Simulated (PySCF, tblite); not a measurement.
Species: C3H12BPSi.
Bonds: C1–C2, C2–C3, C3–B4, B4–P5, P5–Si6. Hydrogens: H7, H8, H9 on C1; H10, H11 on C2; H12, H13 on C3; H14 on B4; H15 on P5; H16, H17, H18 on Si6.

Jobs on this species (18 atoms, 64 electrons) with PySCF (density fitting) and tblite. Hardware of each: an Intel Xeon 6975P-C with one thread (shared host). The host was shared with other jobs, so the times are rough.

Question: Rank these jobs by wall time, shortest first.
A. CAM-B3LYP/def2-SVPD; 10 singlets by full TDDFT, 4 Tamm–Dancoff triplets, polarisability, dynamic polarisability, ΔSCF ions; 224 basis functions
B. GFN2-xTB; L-BFGS relaxation
C. BHandHLYP/aug-pcX-1 (pcseg-1 on H, def2-SVPD on P, def2-SVPD on Si); K-edge TDA, 24 lines; 240 basis functions
D. PBE0-D3(BJ)/def2-SVP, grid level 1; geometry optimisation from a GFN2-xTB start shaken at random; 152 basis functions

Answer: B (0.71 s), C (20 s), D (50 s), A (99 s).

All jobs:

```
                                                 level and settings                                                                                                   work  basis functions  SCF cycles  wall time
                                                           GFN2-xTB                                                                          Hessian by finite differences                –           –     0.52 s
                                                           GFN2-xTB                                                                                      L-BFGS relaxation                –           –     0.71 s
                                       PBE0/pcSseg-1, IEF-PCM water                                                                                             shieldings              176          12       17 s
                             PBE0/pcSseg-1, IEF-PCM tetrahydrofuran                                                                shieldings, charges and field gradients              176          12       19 s
BHandHLYP/aug-pcX-1 (pcseg-1 on H, def2-SVPD on P, def2-SVPD on Si)                                                                                   K-edge TDA, 24 lines              240          12       20 s
                                                      PBE0/pcSseg-1                                                                shieldings, charges and field gradients              176          12       20 s
                       CAM-B3LYP/def2-SVPD, IEF-PCM tetrahydrofuran                                                               6 singlets by full TDDFT, polarisability              224          12       29 s
                                 PBE0-D3(BJ)/def2-SVP, grid level 1                                           geometry optimisation from a GFN2-xTB start shaken at random              152          44       50 s
                                                CAM-B3LYP/def2-SVPD  10 singlets by full TDDFT, 4 Tamm–Dancoff triplets, polarisability, dynamic polarisability, ΔSCF ions              224          12       99 s
```

Q: What do all jobs in the table cost together?

A: About 4.3 min; the longest takes about 39 % of that, and about 190 times as long as the shortest.
